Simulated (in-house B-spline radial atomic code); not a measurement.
# Ionising the cadmium ion Cd⁵⁺ with different functionals

Computed with an all-electron radial atomic-structure program (B-spline basis): four-component Dirac-Coulomb Hamiltonian, Fermi nucleus of rms radius 4.6087 fm, spin-restricted, spherical fractional occupations for the functionals. The ionisation energy is the difference of two self-consistent energies, [Kr] 4d7 → [Kr] 4d6, without Breit or QED terms; ε is the level of the shell that loses the electron (mean over j). The electron is taken from both j subshells in proportion to 2j + 1, so the result is a j average, not the step between ground levels.

Hybrids are left out here: with spherical fractional occupations of an open shell their exact exchange keeps a self-interaction that integer-occupation calculations don't have.

```csv
method,rung,ΔSCF (eV),-ε(4d) (eV)
LDA VWN5,LDA,89.87,80.54
relativistic LDA,LDA,?,?
LDA PW92,LDA,89.87,80.53
LDA exchange-only,LDA,88.01,78.69
PBE,GGA,89.69,80.34
PBEsol,GGA,89.65,80.30
BLYP,GGA,89.50,80.16
RPBE,GGA,89.64,80.29
PW91,GGA,89.78,80.43
BP86,GGA,89.74,80.40
AM05,GGA,89.66,80.31
OLYP,GGA,?,?
```

Question: What does relativistic LDA give?

Answer: ΔSCF 89.89 eV, and -ε(4d) = 80.55 eV.

Question: What does OLYP give?

Answer: ΔSCF 90.05 eV, and -ε(4d) = 80.66 eV.

Question: How do they compare with the NIST value?

Answer: NIST lists 87 eV ± 2 (tabulated theory, ground level to ground level). Errors run from +1.01 to +3.05 eV; all lie within about twice that uncertainty, so the table can't rank the methods.
